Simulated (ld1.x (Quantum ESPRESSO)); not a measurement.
**fluorine (F): variants of one RRKJ potential**

Base potential:

```json
{
  "Element": "fluorine",
  "Generator": "ld1.x (Quantum ESPRESSO) 7.5",
  "Type": "norm-conserving RRKJ (Kleinman–Bylander form)",
  "Functional": "PBE",
  "Relativity": "scalar-relativistic",
  "Frozen core": "[He]",
  "Valence charge": "7",
  "Reference configuration": "2s2 2p5",
  "Partial waves": "2p (bound): rc 1.35 bohr; 2s (bound): rc 0.50 bohr",
  "Local potential": "the s channel",
  "Core correction": "none",
  "rho0": "0.01"
}
```

All-electron outer shells of the reference configuration (PBE, scalar-relativistic, ld1.x):

```tsv
shell	level (eV)	outermost node (bohr)	outermost maximum (bohr)
1s	-663.37	–	0.11
2s	-29.90	0.24	0.76
2p	-11.11	–	0.71
```

Cutoffs, loose and tight: the cutoffs (Ry, on a coarse ladder) from which the occupation-weighted sum of valence levels, in a spherical-Bessel basis at the reference potential, stays within 10 and 1 mRy of its value at 400 Ry. They do not see the model core or the augmentation charge, which bear on the density cutoff. Test errors are all-electron minus pseudo excitation energies from the reference, over the configurations 2s2 2p4; 2s2 2p3; 2s2 2p2; 2s1 2p5; 2s1 2p6; 2s2 2p5.3; 2s2 2p4.5. A dash means not determined; rows that change the core or the reference have their own tests.

Cutoffs are not given where the Bessel-basis levels miss the radial ones by over 6 mRy, ghosts where they miss by over 20 mRy; a channel whose overlap is not positive is not tested.

```tsv
change	outcome	cutoff, loose	cutoff, tight	bound ghosts	largest test error (meV)
base	generated	300 Ry	over 300 Ry	none	+893
wave 2s (bound): rc 0.50 bohr becomes 2s (bound): rc 0.34 bohr	generated	–	–	not determined	+1309
wave 2s (bound): rc 0.50 bohr becomes 2s (bound): rc 0.42 bohr	generated	–	–	not determined	+958
wave 2s (bound): rc 0.50 bohr becomes 2s (bound): rc 0.66 bohr	generated	110 Ry	260 Ry	none	+844
```

Question: What comes out with this change to the base: wave 2s (bound): rc 0.50 bohr becomes 2s (bound): rc 0.72 bohr?

Answer: outcome: generated; cutoff, loose: 120 Ry; cutoff, tight: 260 Ry; bound ghosts: none; largest test error (meV): +849.

Question: What comes out with this change to the base: wave 2s (bound): rc 0.50 bohr becomes 2s (bound): rc 0.58 bohr?

Answer: outcome: generated; cutoff, loose: 200 Ry; cutoff, tight: 260 Ry; bound ghosts: none; largest test error (meV): +852.

Reading the sweep of the s radius (base included, trends over the rows without a ghost): The loose cutoff is not monotonic: lowest 110 Ry at 0.66 bohr, highest 300 Ry at 0.5 bohr. The median size of the test errors (rows with all tests solved) is not monotonic: lowest 17.2 meV at 0.66 bohr, highest 36.0 meV at 0.5 bohr.
